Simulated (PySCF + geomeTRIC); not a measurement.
Species: C2H4S3, SMILES `SC=C(S)S` (charge 0, multiplicity 1).

Give a relaxed geometry from PBE0-D3(BJ)/def2-TZVP (PySCF + geomeTRIC).

This is not unique; one that fits is the end point of this relaxation, one of several conformers (outside a Z-matrix the atoms follow the SMILES, hydrogens last).
Z-matrix (Å, degrees):
```
C
C 1 1.3386
H 2 1.0826 1 119.45
S 2 1.7436 3 117.03 1 179.55
H 4 1.3413 2 95.37 3 3.70
S 1 1.7565 2 119.44 3 -9.11
H 6 1.3459 1 97.12 2 129.53
S 1 1.7566 2 120.75 3 172.16
H 8 1.3433 1 96.16 2 139.75
```
